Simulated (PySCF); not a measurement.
PySCF job for CH10FNSi3, SMILES F[SiH2]C[SiH2]N[SiH3], TDA-PBE/def2-SVPD. Geometry: r2SCAN-D4/def2-SVP. This is a generated structure with no PubChem entry under its InChIKey; it may be hypothetical. The values are those of a single conformer.

```python
import numpy as np
from pyscf import gto, scf, dft, tdscf

mol = gto.M(
    atom='''
    F     2.86937516   -0.44368838   -1.24180850
    Si    2.60792383   -0.05287297    0.32387172
    C     0.91271443    0.70820367    0.45190517
    Si   -0.37434774   -0.08082920   -0.68535639
    N    -2.00907039    0.43251116   -0.34872152
    Si   -3.10397522   -0.16295074    0.86760595
    H     2.68650714   -1.31175982    1.11709013
    H     3.69356349    0.88233897    0.73458134
    H     0.96161248    1.79104985    0.23824099
    H     0.56393398    0.60417650    1.49676266
    H    -0.06678695    0.29373712   -2.09545075
    H    -0.30386413   -1.56152248   -0.50286678
    H    -2.32480448    1.24387881   -0.87791241
    H    -2.48672105   -1.39684553    1.43621759
    H    -4.44504215   -0.48784577    0.29093184
    H    -3.32998070    0.81232833    1.98260359
    ''',
    basis='def2-SVPD',
    charge=0,
    spin=0,
    max_memory=1600,
    verbose=4,
)
mf = dft.RKS(mol, xc='pbe').density_fit(auxbasis='def2-universal-jkfit')
mf.grids.level = 3
mf.conv_tol = 1e-9
mf.max_cycle = 100
mf.kernel()
mf.grids = dft.Grids(mol).set(level=1).build(with_non0tab=True)  # coarser grid for the response kernel
td = tdscf.TDA(mf)
td.singlet = True
td.nstates = 6
td.conv_tol = 1e-4
td.positive_eig_threshold = 1e-6
td.kernel(x0=td.get_init_guess(mf, 11))
td.analyze()
tt = tdscf.TDA(mf)
tt.singlet = False
tt.nstates = 2
tt.conv_tol = 1e-4
tt.positive_eig_threshold = 1e-6
tt.kernel(x0=tt.get_init_guess(mf, 7))
tt.analyze(verbose=3)
```

Log of the run:

```
PySCF version 2.14.0

[INPUT] verbose = 4
[INPUT] num. atoms = 16
[INPUT] num. electrons = 74
[INPUT] charge = 0
[INPUT] spin (= nelec alpha-beta = 2S) = 0
[INPUT] symmetry False subgroup None
[INPUT] Mole.unit = angstrom
[INPUT] Symbol           X                Y                Z      unit          X                Y                Z       unit  Magmom
[INPUT]  1 F      2.869375160000  -0.443688380000  -1.241808500000 AA    5.422333201030  -0.838449522852  -2.346677964157 Bohr   0.0
[INPUT]  2 Si     2.607923830000  -0.052872970000   0.323871720000 AA    4.928261792427  -0.099915432692   0.612028850292 Bohr   0.0
[INPUT]  3 C      0.912714430000   0.708203670000   0.451905170000 AA    1.724780302639   1.338310976712   0.853977005575 Bohr   0.0
[INPUT]  4 Si    -0.374347740000  -0.080829200000  -0.685356390000 AA   -0.707414703950  -0.152745050868  -1.295135874821 Bohr   0.0
[INPUT]  5 N     -2.009070390000   0.432511160000  -0.348721520000 AA   -3.796592802073   0.817327638218  -0.658988166542 Bohr   0.0
[INPUT]  6 Si    -3.103975220000  -0.162950740000   0.867605950000 AA   -5.865663063237  -0.307932270395   1.639537629543 Bohr   0.0
[INPUT]  7 H      2.686507140000  -1.311759820000   1.117090130000 AA    5.076762726289  -2.478866801009   2.110994402155 Bohr   0.0
[INPUT]  8 H      3.693563490000   0.882338970000   0.734581340000 AA    6.979823419793   1.667379002331   1.388157548816 Bohr   0.0
[INPUT]  9 H      0.961612480000   1.791049850000   0.238240990000 AA    1.817184225164   3.384593691943   0.450210222745 Bohr   0.0
[INPUT] 10 H      0.563933980000   0.604176500000   1.496762660000 AA    1.065680774536   1.141728115898   2.828471500875 Bohr   0.0
[INPUT] 11 H     -0.066786950000   0.293737120000  -2.095450750000 AA   -0.126209044195   0.555082709419  -3.959828025014 Bohr   0.0
[INPUT] 12 H     -0.303864130000  -1.561522480000  -0.502866780000 AA   -0.574219984779  -2.950849824552  -0.950280491342 Bohr   0.0
[INPUT] 13 H     -2.324804480000   1.243878810000  -0.877912410000 AA   -4.393243760362   2.350590283050  -1.659014016257 Bohr   0.0
[INPUT] 14 H     -2.486721050000  -1.396845530000   1.436217590000 AA   -4.699221732691  -2.639655490023   2.714057900383 Bohr   0.0
[INPUT] 15 H     -4.445042150000  -0.487845770000   0.290931840000 AA   -8.399912275648  -0.921894896328   0.549781498516 Bohr   0.0
[INPUT] 16 H     -3.329980700000   0.812328330000   1.982603590000 AA   -6.292751523087   1.535078066925   3.746577798679 Bohr   0.0

nuclear repulsion = 436.038040377533
number of shells = 95
number of NR pGTOs = 319
number of NR cGTOs = 215
basis = def2-SVPD
ecp = {}


[settings echo left out]
init E= -1066.19511244764
  HOMO = -0.304862654419539  LUMO = -0.068155152974986  gap/eV = 6.44114
cycle= 1 E= -1066.07045353363  delta_E= 0.125  |g|= 0.798  |ddm|=  5.2
  HOMO = -0.122760427464757  LUMO = -0.0128710299822603  gap/eV = 2.99024
cycle= 2 E= -1065.66247624882  delta_E= 0.408  |g|=  1.6  |ddm|= 2.48
  HOMO = -0.232695408675283  LUMO = -0.0372708511488695  gap/eV = 5.31777
cycle= 3 E= -1066.19946854333  delta_E= -0.537  |g|= 0.186  |ddm|= 1.73
  HOMO = -0.225534282166028  LUMO = -0.0352679141705199  gap/eV = 5.17741
cycle= 4 E= -1066.20668122187  delta_E= -0.00721  |g|= 0.0798  |ddm|= 0.308
  HOMO = -0.225228706186603  LUMO = -0.0348059321544576  gap/eV = 5.18167
cycle= 5 E= -1066.20825354733  delta_E= -0.00157  |g|= 0.0162  |ddm|= 0.118
  HOMO = -0.226505385824717  LUMO = -0.0356282218012418  gap/eV = 5.19403
cycle= 6 E= -1066.20834715399  delta_E= -9.36e-05  |g|= 0.0037  |ddm|= 0.036
  HOMO = -0.226383617303151  LUMO = -0.0354827786441847  gap/eV = 5.19468
cycle= 7 E= -1066.20835133549  delta_E= -4.18e-06  |g|= 0.000802  |ddm|= 0.00735
  HOMO = -0.226302402285937  LUMO = -0.0354402774677749  gap/eV = 5.19362
cycle= 8 E= -1066.2083515022  delta_E= -1.67e-07  |g|= 0.000375  |ddm|= 0.00154
  HOMO = -0.226342451308969  LUMO = -0.0354498828870469  gap/eV = 5.19445
cycle= 9 E= -1066.20835153203  delta_E= -2.98e-08  |g|= 0.000116  |ddm|= 0.00054
  HOMO = -0.226339037033916  LUMO = -0.0354521234521425  gap/eV = 5.19430
cycle= 10 E= -1066.20835153473  delta_E= -2.69e-09  |g|= 2.17e-05  |ddm|= 0.000177
  HOMO = -0.226342361497483  LUMO = -0.0354534254455543  gap/eV = 5.19435
cycle= 11 E= -1066.20835153486  delta_E= -1.36e-10  |g|= 9.65e-06  |ddm|= 5.67e-05
  HOMO = -0.226339891499865  LUMO = -0.0354524506660092  gap/eV = 5.19431
Extra cycle  E= -1066.20835153483  delta_E= 3.55e-11  |g|= 1.6e-05  |ddm|= 3.35e-05
converged SCF energy = -1066.20835153483
tot grids = 59560
Overwritten attributes  positive_eig_threshold  of <class 'pyscf.tdscf.rks.TDA'>


******** <class 'pyscf.tdscf.rks.TDA'> for <class 'pyscf.df.df_jk.DFRKS'> ********
nstates = 6 singlet
deg_eia_thresh = 1.000e-03
wfnsym = None
conv_tol = 0.0001
eigh lindep = 1e-12
eigh level_shift = 0
eigh max_cycle = 100


Excitation energies (eV)
[5.31878515 5.54303009 6.04634493 6.44258948 6.58759383 6.69469858]

** Singlet excitation energies and oscillator strengths **
Excited State   1:      5.31879 eV    233.11 nm  f=0.0312
      37 -> 38        0.70209
Excited State   2:      5.54303 eV    223.68 nm  f=0.0029
      37 -> 39        0.70430
Excited State   3:      6.04634 eV    205.06 nm  f=0.0142
      37 -> 40        0.70170
Excited State   4:      6.44259 eV    192.44 nm  f=0.0254
      37 -> 41       -0.69196
      37 -> 42       -0.11479
Excited State   5:      6.58759 eV    188.21 nm  f=0.0280
      37 -> 41        0.10843
      37 -> 42       -0.66773
      37 -> 43       -0.13529
      37 -> 44        0.13177
Excited State   6:      6.69470 eV    185.20 nm  f=0.0086
      37 -> 43       -0.64919
      37 -> 44       -0.25787

** Transition electric dipole moments (AU) **
state          X           Y           Z        Dip. S.      Osc.
  1        -0.4354     -0.1339     -0.1793      0.2397      0.0312
  2        -0.1427      0.0208     -0.0165      0.0211      0.0029
  3        -0.2979      0.0484      0.0713      0.0961      0.0142
  4         0.3376      0.1462      0.1605      0.1611      0.0254
  5         0.3445     -0.0724     -0.2228      0.1736      0.0280
  6        -0.2145      0.0082      0.0794      0.0524      0.0086

** Transition velocity dipole moments (imaginary part, AU) **
state          X           Y           Z        Dip. S.      Osc.
  1        -0.0625     -0.0257     -0.0185      0.0049      0.0168
  2        -0.0125      0.0023      0.0043      0.0002      0.0006
  3        -0.0478      0.0040      0.0223      0.0028      0.0084
  4         0.0660      0.0357      0.0377      0.0071      0.0199
  5         0.0657     -0.0164     -0.0348      0.0058      0.0160
  6        -0.0348      0.0051      0.0093      0.0013      0.0036

** Transition magnetic dipole moments (imaginary part, AU) **
state          X           Y           Z
  1         0.4652      0.1936     -0.4911
  2        -0.1898      0.3713     -0.0158
  3        -0.1987     -0.2891      0.0464
  4        -0.0083     -0.0936      0.2466
  5        -0.0419      0.1698      0.0107
  6        -0.1404      0.4627     -0.3433


******** <class 'pyscf.tdscf.rks.TDA'> for <class 'pyscf.df.df_jk.DFRKS'> ********
nstates = 2 triplet
deg_eia_thresh = 1.000e-03
wfnsym = None
conv_tol = 0.0001
eigh lindep = 1e-12
eigh level_shift = 0
eigh max_cycle = 100


Excitation energies (eV)
[5.05642994 5.44404933]

** Triplet excitation energies and oscillator strengths **
Excited State   1:      5.05643 eV    245.20 nm  f=0.0000
Excited State   2:      5.44405 eV    227.74 nm  f=0.0000
```

The calculation finished and met its thresholds.

Cost: roughly 2.3 core-minutes.
